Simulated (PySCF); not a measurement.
CuCl was optimised in PySCF in the def2-TZVP basis family (density fitting, no spin–orbit coupling) with several functionals.

One of them gave a singlet of C∞v symmetry with a mean bond of 2.092 Å to Cu, wavenumbers 388 cm⁻¹ and a HOMO–LUMO gap of 3.90 eV.

Task: Which level of theory was it?
A. PBE0
B. PBE
C. B3LYP

Result: C. That is B3LYP, with Cu–Cl 2.092 Å. The others give PBE 2.067 Å and 401 cm⁻¹ for the highest mode; PBE0 2.076 Å and 398 cm⁻¹ for the highest mode.

Each species is the lowest minimum found with this bonding; other isomers or fragments can lie lower.
